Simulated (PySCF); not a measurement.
One molecule, a ladder of functionals, a line

Molecule: SMILES C=CB(P)Cl, C₂H₅BClP.

Structure with atom numbers: `[CH2:1]=[CH:2][B:3]([PH2:4])[Cl:5]`. Hydrogens are named by the atom that carries them. Ha(C1) is cis to B3; Hb(C1) is trans to B3.

GIAO shieldings (ppm, equivalent atoms averaged) in PySCF 2.14.0 with density-fitted response routines on the PBE0-D3(BJ)/def2-SVP geometry, basis pcSseg-2, gas phase, non-relativistic:

```tsv
functional	exact exchange (%)	σ(C2)	σ(B3)	σ(Cl5)
BLYP	0	19.7	11.9	594.4
BP86	0	24.5	16.8	598.6
PBE	0	23.9	15.6	595.4
B3LYP	20	24.0	16.2	635.8
PBE0	25	29.3	20.8	647.4
BHandHLYP	50	30.7	23.3	689.1
HF	100	43.8	38.2	763.6
```

(1) Fit each shielding as a line in the percentage of exact exchange.

(2) What does the line predict for mPW1PW91 (25 %), and what does the run give?

Answers

(1) σ(C2) = 22.2 + 0.21 x (rms 2.0 ppm); σ(B3) = 14.0 + 0.23 x (rms 2.0 ppm); σ(Cl5) = 599.2 + 1.69 x (rms 4.3 ppm). The functionals also differ in their semilocal parts, which the line can't hold; Hartree–Fock has no correlation at all.

(2) σ(C2): 27.4 predicted, 29.0 computed; σ(B3): 19.8 predicted, 20.8 computed; σ(Cl5): 641.5 predicted, 648.7 computed ppm.
